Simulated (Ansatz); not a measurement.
**Energy profile**

The step: SiNH₅ ([NH2][SiH3]) + H₂O + H₂O → SiH₄O ([OH][SiH3]) + H₂O + NH₃ (still joined by a long Si–N bond); bonds formed: Si1–O7, N2–H8, H6–O9; bonds broken: H6–O7, H8–O9; bonds weakened to dative contacts: Si1–N2 (atoms numbered as in the saddle structure below).

Si1  (0.589, 0.869, 0.811)
N2  (0.553, -0.944, 0.393)
H3  (1.547, 1.766, 0.099)
H4  (-0.636, 1.323, 1.516)
H5  (1.465, 0.626, 2.039)
H6  (-1.026, 0.089, -1.146)
O7  (-0.502, 1.083, -0.840)
H8  (-0.435, -1.214, -0.317)
O9  (-1.316, -1.120, -1.199)
H10  (1.376, -1.191, -0.150)
H11  (0.616, -1.482, 1.251)
H12  (-0.025, 1.484, -1.570)
H13  (-2.207, -1.289, -0.886)
(Å)

Electronic energies by CCSD(T) at an estimated basis limit (MP2 extrapolated from triple and quadruple zeta, plus CCSD(T) − MP2 in triple zeta), on PBE0-D4/def2-TZVP structures; SiNH$_{9}$O$_{2}$, singlet; no counterpoise correction. Computed with Ansatz 0.2.0 (basis: def2-TZVPP and def2-QZVPP); correlated methods freeze the cores. Extrapolation: Hartree–Fock as exp(−7.88 √X), correlation as X^−2.97.

(1) Give the profile in kJ/mol, counted from the separated reactants. (Judge from chemistry; the value comes from the calculation.)

No T1 diagnostic of these runs exceeds 0.011.

## Answers

(1) Computed:
| point | kJ/mol |
| --- | --- |
| separated: SiNH$_{5}$ (linked as [NH2][SiH3]; Si1, N2, H3, H4, H5, H10, H11; singlet) + H$_{2}$O (H6, O7, H12; singlet) + H$_{2}$O (H8, O9, H13; singlet) | 0.0 |
| start structure | -60.2 |
| saddle | 37.3 |
| end structure | -85.9 |
| separated: SiH$_{4}$O (linked as [OH][SiH3]; Si1, H3, H4, H5, O7, H12; singlet) + NH$_{3}$ (N2, H8, H10, H11; singlet) + H$_{2}$O (H6, O9, H13; singlet) | -40.9 |

The step is the kind of ligand exchange by which a precursor binds to a hydroxyl group, or is hydrolysed, in atomic layer deposition of oxides.

For scale, one of the runs: CCSD(T)/def2-TZVPP, 261 basis functions, launched by `ansatz run in.yaml --threads 8 --pin off --events-out ev --progress --plain --max-ram 19148MiB`. Time: 110 s of wall clock on 8 CPU threads of an Intel Xeon; the host was shared. Peak host memory: 6.4 GiB.
